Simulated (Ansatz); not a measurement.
Born–Oppenheimer molecular dynamics of C2H7BO (11 atoms, charge 0, multiplicity 1). It starts from a relaxed structure.

Theory: RKS B3LYP-D4/6-31G* in Ansatz 0.2.0.

```
ensemble                      : NVE (velocity Verlet)
time step                     : 0.5 fs
steps asked                   : 150
starting velocities drawn for : 500 K
seed                          : 141574
```

First frame:

```xyz
11
Properties=species:S:1:pos:R:3
B -0.009 -0.066 -0.006
O 0.048 -0.232 1.351
H -0.832 -0.372 1.733
C 1.365 0.140 -0.754
H 1.603 -0.754 -1.350
H 1.321 0.971 -1.470
H 2.201 0.313 -0.068
C -1.392 -0.081 -0.782
H -2.252 -0.404 -0.179
H -1.617 0.929 -1.157
H -1.345 -0.724 -1.671
```

Task: How far do the bonds stretch over the last three quarters of this one trajectory? (Pairs bonded in most of those frames.)

Result: 
| bond | mean (Å) | spread (Å) | shortest | longest |
| --- | --- | --- | --- | --- |
| B1–O2 | 1.371 | 0.027 | 1.33 | 1.42 |
| B1–C4 | 1.578 | 0.026 | 1.54 | 1.63 |
| B1–C8 | 1.591 | 0.022 | 1.55 | 1.62 |
| O2–H3 | 0.972 | 0.015 | 0.95 | 1.00 |
| C4–H5 | 1.101 | 0.045 | 1.03 | 1.17 |
| C4–H6 | 1.104 | 0.035 | 1.05 | 1.16 |
| C4–H7 | 1.098 | 0.020 | 1.06 | 1.14 |
| C8–H9 | 1.104 | 0.031 | 1.05 | 1.15 |
| C8–H10 | 1.106 | 0.052 | 1.03 | 1.18 |
| C8–H11 | 1.098 | 0.021 | 1.07 | 1.13 |

Mean temperature of the second half: 252 K. The conserved energy stayed within 0.51 meV per atom of its start (net change 0.37 meV per atom), so the integration is sound. Over the second half the temperature averaged 0.50 of the 500 K drawn at the start: a run that starts near a minimum puts about half its kinetic energy into the potential. A run of 0.075 ps of so small a system gives no equilibrium averages.

Run time: 4.4 min on 1 thread of Intel(R) Xeon(R) 6975P-C (Granite Rapids), on a shared host, peak memory 0.16 GiB.
